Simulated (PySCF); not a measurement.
C2H6Cl2Si. Atoms are numbered in the order given.

```xyz
11

C      0.0000     1.5681     1.3463
Si     0.0000     0.0000     0.3375
C      0.0000    -1.5681     1.3463
Cl     1.6807     0.0000    -0.8886
Cl    -1.6807     0.0000    -0.8886
H     -0.8952     1.6105     1.9877
H      0.0000     2.4515     0.6898
H      0.8952     1.6105     1.9877
H      0.0000    -2.4515     0.6898
H     -0.8952    -1.6105     1.9877
H      0.8952    -1.6105     1.9877
```
Charge 0, spin multiplicity 1.

Geometry: TPSSh-D3(BJ)/def2-SVP. The isomer is the one that the SMILES or the coordinates give; other isomers of the formula were not compared.

These are PBE/def2-TZVP (PySCF) values and carry that method's errors.

ESP charges are fitted to the potential on shells at 1.4 to 2.0 van der Waals radii. Atomic charges (e):

| atom | IAO | Mulliken | ESP fit |
|---|---|---|---|
| C1 | -0.75 | -0.44 | -0.72 |
| Si2 | 1.09 | 0.49 | 0.53 |
| C3 | -0.75 | -0.44 | -0.72 |
| Cl4 | -0.32 | -0.23 | -0.17 |
| Cl5 | -0.32 | -0.23 | -0.17 |
| H6 | 0.17 | 0.14 | 0.21 |
| H7 | 0.18 | 0.15 | 0.19 |
| H8 | 0.17 | 0.14 | 0.21 |
| H9 | 0.18 | 0.15 | 0.19 |
| H10 | 0.17 | 0.14 | 0.21 |
| H11 | 0.17 | 0.14 | 0.21 |

**Question.** Give the Mayer and Wiberg (Löwdin basis) orders of the bonds. (The exact figures need the calculation; the answer reports its results.)

**Answer.** 
```csv
bond,Mayer,Wiberg
C1–Si2,1.00,1.22
Si2–C3,1.00,1.22
Si2–Cl4,1.17,1.77
Si2–Cl5,1.17,1.77
C1–H6,0.93,0.89
C1–H7,0.94,0.89
C1–H8,0.93,0.89
C3–H9,0.94,0.89
C3–H10,0.93,0.89
C3–H11,0.93,0.89
```
